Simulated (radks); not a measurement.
Values are calculated unless marked as measured or tabulated.
Species: Sn+. Configuration: [Kr] 4d10 5s2 7d1 (not the ground configuration).

Code: a radial shooting solver on a logarithmic mesh with Libxc functionals. Model: Dirac Kohn-Sham, PBE, spin-unpolarised, spherical densities, point nucleus; open shells are shared between the two j in proportion to 2j + 1.

Energy parts (eV):
total: -168120.768
kinetic: 177033.944
electron-nucleus: -407381.641
Hartree: 66712.013
exchange-correlation: -4485.084

Orbitals (lengths in bohr, moments of r in powers of bohr):
orbital  occ.  eigenvalue (eV)      <r^4>      <r>
1s1/2       2        -29010.66  3.406e-06  0.02905
2s1/2       2        -4391.282  0.0005913   0.1251
2p1/2       2        -4102.715  0.0003812   0.1058
2p3/2       4        -3872.073  0.0004481   0.1112
3s1/2       2        -859.8243    0.02646   0.3391
3p1/2       2        -742.6318    0.02568   0.3299
3p3/2       4        -700.5147    0.02915   0.3411
3d3/2       4        -493.4674    0.02492   0.3125
3d5/2       6        -484.7742    0.02594   0.3161
4s1/2       2        -149.1232     0.8573   0.8186
4p1/2       2        -110.1718      1.137   0.8656
4p3/2       4        -102.6027      1.303   0.8952
4d3/2       4         -41.6654      3.517    1.083
4d5/2       6         -40.6167      3.711    1.097
5s1/2       2         -23.9759      46.56    2.220
7d3/2     0.4          -1.9228     111200    16.17
7d5/2     0.6          -1.9157     111800    16.18

The highest occupied level is 7d5/2 at -1.916 eV. The density falls to 0.001 e/bohr^3 at r = 3.73 bohr.
